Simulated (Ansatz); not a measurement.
Species: C₃H₄O₂, SMILES `CC(=O)C=O` (O–C–C–O torsion 180°) (charge 0, multiplicity 1).

Task: Give a relaxed geometry from PBE0-D3(BJ)/def2-TZVP (Ansatz, an electronic-structure program).

Result: This is not unique; one that fits is the end point of this relaxation, one of several conformers (outside a Z-matrix the atoms follow the SMILES, hydrogens last).
Z-matrix (Å, degrees):
```
C
O 1 1.2046
C 1 1.4913 2 125.33
H 3 1.0877 1 110.11 2 -0.33
H 3 1.0931 4 110.62 1 121.47
H 3 1.0932 4 110.57 5 117.16
C 1 1.5296 2 117.51 3 179.99
O 7 1.1974 1 123.30 2 179.83
H 7 1.1086 8 123.47 1 179.97
```
